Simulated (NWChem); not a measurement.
System meant: Si₃H₇ cation

NWChem input:

```
start job
memory heap 200 mb stack 900 mb global 1100 mb
charge 1
geometry units angstroms noautoz
  Si     0.449650    -1.872740    -0.059332
  Si    -1.020454    -0.094195    -0.173625
  Si     0.455447     1.775925     0.144317
  H      0.881120    -2.500654     1.218646
  H      1.231101    -2.367361    -1.224785
  H     -1.613997    -0.143934    -1.538218
  H     -1.975240    -0.280710     0.953554
  H     -0.485253     2.926372     0.052300
  H      1.457330     1.743738    -0.954247
  H      1.075780     1.625264     1.487426
end
basis spherical
  * library def2-svp
end
dft
  xc b3lyp
  iterations 4
  mulliken
end
task dft energy
```

End of the output:

```
    Atom       Charge   Shell Charges
 -----------   ------   -------------------------------------------------------
    1 Si  14    13.29   2.00  1.95  0.82  0.39  5.81  1.17  1.03  0.13
    2 Si  14    13.79   2.00  1.94  0.73  0.38  5.82  1.34  1.41  0.18
    3 Si  14    13.65   2.00  1.94  0.71  0.37  5.82  1.31  1.33  0.19
    4 H    1     1.03   0.62  0.38  0.03
    5 H    1     1.03   0.62  0.38  0.03
    6 H    1     1.03   0.62  0.38  0.03
    7 H    1     1.03   0.62  0.38  0.03
    8 H    1     1.04   0.62  0.39  0.03
    9 H    1     1.06   0.63  0.40  0.03
   10 H    1     1.06   0.63  0.40  0.03

 center of mass
 --------------
 x =  -0.01488157 y =  -0.02574708 z =   0.00001598

 moments of inertia (a.u.)
 ------------------
         795.668724475931          -0.000000000000          -0.000000000000
          -0.000000000000         225.717735896980          -0.000000000000
          -0.000000000000          -0.000000000000         954.480292171691

     Multipole analysis of the density
     ---------------------------------

     L   x y z        total         alpha         beta         nuclear
     -   - - -        -----         -----         ----         -------
     0   0 0 0      1.000000    -24.000000    -24.000000     49.000000

     1   1 0 0      0.302355      0.151177      0.151177      0.000000
     1   0 1 0     -1.338018     -0.669009     -0.669009      0.000000
     1   0 0 1      0.000051      0.000026      0.000026      0.000000

     2   2 0 0    -26.824814    -72.512760    -72.512760    118.200707
     2   1 1 0     -1.166985      0.692668      0.692668     -2.552320
     2   1 0 1      0.000536     -0.003232     -0.003232      0.007000
     2   0 2 0    -16.673374   -222.339894   -222.339894    428.006414
     2   0 1 1     -0.003662     -0.005954     -0.005954      0.008246
     2   0 0 2    -29.487822    -31.340584    -31.340584     33.193345

 ------------------------------------------------------------------------
 dft energy failed                                                                                  0
 ------------------------------------------------------------------------
 ------------------------------------------------------------------------
  current input line :
    24: task dft energy
 ------------------------------------------------------------------------
 ------------------------------------------------------------------------
 This type of error is most commonly associated with calculations not reaching convergence criteria
 ------------------------------------------------------------------------
 For more information see the NWChem manual at https://nwchemgit.github.io

0:dft energy failed:Received an Error in Communication
```

What is wrong, and how is it mended?

The run did not converge; its last values are not results. Cause: the SCF was allowed too few iterations. This input runs:
```
start job
memory heap 200 mb stack 900 mb global 1100 mb
charge 1
geometry units angstroms noautoz
  Si     0.449650    -1.872740    -0.059332
  Si    -1.020454    -0.094195    -0.173625
  Si     0.455447     1.775925     0.144317
  H      0.881120    -2.500654     1.218646
  H      1.231101    -2.367361    -1.224785
  H     -1.613997    -0.143934    -1.538218
  H     -1.975240    -0.280710     0.953554
  H     -0.485253     2.926372     0.052300
  H      1.457330     1.743738    -0.954247
  H      1.075780     1.625264     1.487426
end
basis spherical
  * library def2-svp
end
dft
  xc b3lyp
  iterations 150
  mulliken
end
task dft energy
```
It converges to -872.14142 Ha (B3LYP/def2-SVP).
